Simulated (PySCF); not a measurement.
PBE0-D3(BJ)/def2-TZVP geometry optimisation, gas phase with PySCF 2.14 and geomeTRIC: [CrOCl4]-, charge -1, multiplicity 2. Start (model start, shaken):

```
6

Cr    0.0000    0.0045   -0.0041
O    -0.0134   -0.0068    1.5751
Cl    2.1084    0.0201   -0.3790
Cl   -2.1168    0.0073   -0.3663
Cl    0.0016    2.0935   -0.3720
Cl    0.0104   -2.1277   -0.3785
```

```json
{"step": "0", "E − E(start) / kcal mol⁻¹": "0.00", "largest force / Eh bohr⁻¹": "0.10852"}
{"step": "1", "E − E(start) / kcal mol⁻¹": "-8.70", "largest force / Eh bohr⁻¹": "0.04088"}
{"step": "2", "E − E(start) / kcal mol⁻¹": "-10.63", "largest force / Eh bohr⁻¹": "0.01132"}
{"step": "3", "E − E(start) / kcal mol⁻¹": "-12.84", "largest force / Eh bohr⁻¹": "0.00551"}
{"step": "4", "E − E(start) / kcal mol⁻¹": "-11.16", "largest force / Eh bohr⁻¹": "0.01162"}
{"step": "5", "E − E(start) / kcal mol⁻¹": "-12.95", "largest force / Eh bohr⁻¹": "0.00486"}
{"step": "6", "E − E(start) / kcal mol⁻¹": "-13.29", "largest force / Eh bohr⁻¹": "0.00461"}
{"step": "7", "E − E(start) / kcal mol⁻¹": "-13.42", "largest force / Eh bohr⁻¹": "0.00190"}
{"step": "8", "E − E(start) / kcal mol⁻¹": "-13.40", "largest force / Eh bohr⁻¹": "0.00401"}
{"step": "9", "E − E(start) / kcal mol⁻¹": "-13.45", "largest force / Eh bohr⁻¹": "0.00057"}
{"step": "10", "E − E(start) / kcal mol⁻¹": "-13.45", "largest force / Eh bohr⁻¹": "0.00020"}
```

The optimisation met its thresholds. End point:

```
6

Cr   -0.0016   -0.0021    0.1509
O     0.0003   -0.0026    1.6695
Cl    2.1635    0.0000   -0.4364
Cl   -2.1687   -0.0026   -0.4312
Cl   -0.0032    2.1630   -0.4351
Cl   -0.0001   -2.1647   -0.4425
```

Metal–donor distances, start → end: O2 1.579 → 1.519 Å, Cl3 2.141 → 2.243 Å, Cl4 2.148 → 2.244 Å, Cl5 2.121 → 2.243 Å, Cl6 2.165 → 2.243 Å.

No frequencies were computed, so the end point may be a saddle point.

The job took 19 min on one thread of Intel Xeon Processor @ 2.50GHz (shared host), with 224 basis functions and a peak of 1.1 GiB, launched as `OMP_NUM_THREADS=1 python lf_run.py task.json out`.
